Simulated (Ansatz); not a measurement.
Stepwise reaction of `[NH2][Hf]([NH2])([NH2])[F]` with hydrogen fluoride, as a gas-phase model of exchange steps in deposition or etching. ΔE in kJ/mol.

Isolated molecules relaxed with PBE0-D4/def2-TZVP in Ansatz; ΔE leaves out vibrations. CCSD(T)/CBS adds triple-zeta CCSD(T) − MP2 to the extrapolated MP2 energy (def2 sets, frozen cores). This one scheme is used for every species. Functionals use def2-TZVPP. B3LYP here is the variant with VWN-RPA as its local correlation; programs differ in this. Elements past krypton have def2 core potentials. For Hf outer-core shells are correlated without core-valence functions, which leaves a few kJ/mol of doubt a bond. Each species was taken in one conformer, which may not be the lowest.

```json
{"step": "1", "reaction": "`[NH2][Hf]([NH2])([NH2])[F]` + H–F → `[NH2][Hf]([NH2])([F])[F]` + NH₃", "PBE-D4": "-122.0", "B3LYP-D4": "-123.7", "ωB97M-V": "-123.2", "CCSD(T)/CBS": "-113.0"}
{"step": "2", "reaction": "`[NH2][Hf]([NH2])([F])[F]` + H–F → `[NH2][Hf]([F])([F])[F]` + NH₃", "PBE-D4": "-118.2", "B3LYP-D4": "-119.7", "ωB97M-V": "-119.5", "CCSD(T)/CBS": "-110.7"}
```

Question: Give the row of step 3, `[NH2][Hf]([F])([F])[F]` + H–F → `[F][Hf]([F])([F])[F]` + NH₃. (An estimate is asked.)

Answer: Ansatz gave: 
| step | reaction | PBE-D4 | B3LYP-D4 | ωB97M-V | CCSD(T)/CBS |
| --- | --- | --- | --- | --- | --- |
| 3 | `[NH2][Hf]([F])([F])[F]` + H–F → `[F][Hf]([F])([F])[F]` + NH₃ | -115.0 | -116.0 | -115.3 | -107.8 |

Question: By hand: ΔE of the 3 steps together at CCSD(T)/CBS.

Answer: (-113.0) + (-110.7) + (-107.8) = -331.5 kJ/mol, or -110.5 kJ/mol a step.

In ΔE each step is higher than the one before. All are downhill at CCSD(T)/CBS. PBE-D4 differs from CCSD(T)/CBS by -9.0 to -7.2 kJ/mol a step. Isolated molecules leave out the surface, adducts and barriers. Largest T1 diagnostic: 0.016.
